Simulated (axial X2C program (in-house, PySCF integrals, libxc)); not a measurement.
**Spin–orbit effects down a group: homonuclear dimers (ions), PBE0**

Computed with an in-house relativistic program for diatomic molecules, spin-free (one-electron X2C) or two-component (2c: spin–orbit coupling with atomic mean-field Coulomb and Gaunt terms, which also bring small scalar terms), in Dyall basis sets with cores contracted in-house; open shells are unrestricted.

Basis sets: Br dyall-acv3z, Cl dyall-av3z, F dyall-av3z.

```
molecule   spin-free state  Re (Å)  ωe (cm⁻¹)  De (eV)  2c state  Re 2c (Å)  ωe 2c (cm⁻¹)  De 2c (eV)
     F₂⁻  M_S = 1/2, Λ = 0   1.976      378.3     1.62   Ω = 1/2      1.977         378.1        1.62
    Cl₂⁻  M_S = 1/2, Λ = 0   2.630      227.9     1.53   Ω = 1/2      2.631         227.6        1.53
    Br₂⁻  M_S = 1/2, Λ = 0   2.867      143.1     1.49   Ω = 1/2      2.876         140.0        1.40
```

**Question.** Work out the shifts from the spin-free to the two-component result.

**Answer.** 

```json
{"molecule": "F₂⁻", "2c state": "Ω = 1/2", "ΔRe (Å)": "0.001", "Δωe (cm⁻¹)": "-0.2", "ΔDe (eV)": "0.00"}
{"molecule": "Cl₂⁻", "2c state": "Ω = 1/2", "ΔRe (Å)": "0.001", "Δωe (cm⁻¹)": "-0.3", "ΔDe (eV)": "0.00"}
{"molecule": "Br₂⁻", "2c state": "Ω = 1/2", "ΔRe (Å)": "0.009", "Δωe (cm⁻¹)": "-3.1", "ΔDe (eV)": "-0.09"}
```

Shifts of one unit in the last digit are rounding.

Fragments in 2c: F- + F, Cl- + Cl, Br- + Br. Each entry is the lowest single determinant of a limited PBE0 search at one distance. De goes to single-determinant-based atoms at the same level (for ions the charge split of lowest energy) and is withheld (n/a) where an atom does not fit its ground term or J level. Main or longest-lived isotopes. Some light 2c atoms are not at their ground J level, so De misses part of their lowering (0.04 eV or less). The functionals have no current term, which raises determinants with orbital currents.
